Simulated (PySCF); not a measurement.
**NMR parameters of GaH2F**

GaH2F, FGaH2, point group C2v.

Geometry (Å), atoms numbered from 1 in this order:
```xyz
4

Ga    0.063    0.106    0.000
H     1.611   -0.081    0.015
H    -0.838    1.379   -0.019
F    -0.835   -1.404    0.004
```

GIAO calculations in PySCF 2.14 on the PBE0-D3(BJ)/def2-SVP structure: isolated species, non-relativistic, equivalent atoms averaged; basis pcSseg-1 (pcSseg-2 on Ga).

Task: Give the isotropic shieldings (ppm) with B3LYP, PBE, PBE0.

Result: 
```
             atoms                   environment  B3LYP    PBE   PBE0
               Ga1           Ga bonded to F, 2 H   1340   1288   1372
                F4         fluorine bonded to Ga  256.8  222.4  275.1
             H2/H3  hydrogen on a Ga bonded to F  25.62  25.15  25.56
HOMO–LUMO gap (eV)                             –   6.80   5.10   7.31
```

Task: And the chemical shifts, against references computed in the same way?

Result: 
```csv
atoms,"nucleus, reference",B3LYP,PBE,PBE0
Ga1,"71Ga, [Ga(H2O)6]3+",458,459,445
F4,"19F, CFCl3",-84.9,-77.7,-97.8
H2/H3,"1H, TMS",5.76,6.05,5.71
```

Task: Which part of the shielding of Ga1 depends on the functional?

Result: Diamagnetic: B3LYP 2639, PBE 2640, PBE0 2640 ppm; paramagnetic: B3LYP -1299, PBE -1351, PBE0 -1268 ppm. The diamagnetic part, set mainly by inner electrons, hardly moves; the paramagnetic part goes with low-lying magnetically allowed excitations and carries the spread.

Task: What couplings does PBE/pcJ-1 (pcSseg-1 on Ga) give?

Result: 2J(H2,H3) = 89.3, 2J(H2,F4) = 34.5 Hz (averaged over equivalent pairs; isotopes 1H, 19F).

Relativistic effects, spin–orbit coupling among them, are left out; they matter for Ga and for the light atoms bonded to it. Unscaled 19F shifts against computed CFCl3 carry errors that often reach 10 to 50 ppm.
